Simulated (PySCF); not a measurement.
PbHI, SMILES [I][PbH] (connectivity only; charge and spin as stated), neutral, multiplicity 1.

The structure is a stationary point at B3LYP-D3(BJ)/def2-TZVP. The def2 effective core potentials stand for the cores of I, Pb; spin–orbit coupling is left out.

Computed with TDDFT-PBE0/def2-TZVPD in PySCF 2.14.0.

Vertical excitations. Gas-phase values at a fixed geometry. State labels are in the subgroup Cs.

Computed excitation energies, oscillator strengths and character:
```tsv
state	symmetry	energy (eV)	λ (nm)	f	main pairs
S1	A"	2.43	511	0.002	HOMO→LUMO 99 %
S2	A"	3.31	374	0.004	HOMO−2→LUMO 99 %
S3	A'	3.47	357	0.028	HOMO−1→LUMO 94 %
S4	A"	3.91	317	0.000	HOMO−3→LUMO 99 %
S5	A'	4.22	294	0.033	HOMO→LUMO+1 96 %
S6	A"	4.84	256	0.003	HOMO−1→LUMO+1 99 %
S7	A'	5.29	235	0.090	HOMO−2→LUMO+1 73 %, HOMO−3→LUMO+1 23 %
S8	A'	5.64	220	0.020	HOMO→LUMO+2 92 %
S9	A"	6.21	200	0.043	HOMO−1→LUMO+2 99 %
S10	A'	6.34	196	0.330	HOMO→LUMO+3 35 %, HOMO−3→LUMO+1 33 %, HOMO−2→LUMO+2 14 %, HOMO−2→LUMO+1 9 %
T1	A"	2.03	612	0	HOMO→LUMO 89 %
T2	A'	2.85	436	0	HOMO−1→LUMO 99 %
T3	A"	3.01	412	0	HOMO−2→LUMO 90 %
T4	A"	3.60	344	0	HOMO−3→LUMO 97 %
```
Triplets are in the Tamm–Dancoff approximation, which puts them higher than full response would, so one can lie above its singlet here.
